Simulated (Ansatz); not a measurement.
Reaction R1 → P1 + P2, each structure at its B3LYP-D3(BJ)/def2-TZVP stationary point, reached from a drawn start (curvature not checked).
R1, F6Re (SMILES [F][Re]([F])([F])([F])([F])[F]) (charge 0, multiplicity 2):
```xyz
7

Re     0.0000     0.0001     0.0002
F      1.8432    -0.0326    -0.0268
F     -1.8431     0.0328     0.0268
F     -0.0246     1.8435    -0.0283
F      0.0252    -1.8433     0.0276
F     -0.0319    -0.0304     1.8432
F      0.0309     0.0299    -1.8427
```
P1, F5Re (SMILES [F][Re]([F])([F])([F])[F]) (charge 0, multiplicity 3):
| atom | x (Å) | y (Å) | z (Å) |
|---|---|---|---|
| Re | 0.0000 | 0.0000 | 0.0001 |
| F | -0.0002 | 0.0064 | 1.9073 |
| F | 0.0000 | -0.0059 | -1.9071 |
| F | 1.8233 | -0.0138 | 0.0002 |
| F | -0.9002 | 1.5857 | -0.0054 |
| F | -0.9229 | -1.5725 | 0.0050 |
P2: F atom, charge 0, multiplicity 2.

P less R. No zero-point or thermal terms; open shells are unrestricted; no spin–orbit coupling. The spin states of the d-block species are the ones drawn and need not be the lowest.

Correlated levels freeze the cores.

Run with Ansatz (an electronic-structure program) with Gaussian orbitals. No computed number here is a measurement. Elements past Kr take the def2 small-core potentials, without spin–orbit coupling.

Total energies in hartree:

```csv
structure,PBE/def2-TZVPP,r2SCAN/def2-TZVPP,CCSD(T)/def2-SVP
R1,-677.317703,-677.627963,-675.112520
P1,-577.476763,-577.738471,-575.554789
P2,-99.669123,-99.727635,-99.434717
```

Question: Work out the reaction energy at each level in kcal/mol (1 hartree = 627.50947 kcal/mol), and say how far PBE/def2-TZVPP lies from CCSD(T)/def2-SVP.

Answer: 
- PBE/def2-TZVPP: (-577.476763) + (-99.669123) − (-677.317703) = 0.171817 hartree = 107.82 kcal/mol
- r2SCAN/def2-TZVPP: (-577.738471) + (-99.727635) − (-677.627963) = 0.161857 hartree = 101.57 kcal/mol
- CCSD(T)/def2-SVP: (-575.554789) + (-99.434717) − (-675.112520) = 0.123014 hartree = 77.19 kcal/mol
PBE/def2-TZVPP less CCSD(T)/def2-SVP: 30.63 kcal/mol. CCSD(T)/def2-SVP is the level counted from, the highest shown, and no exact or measured value.
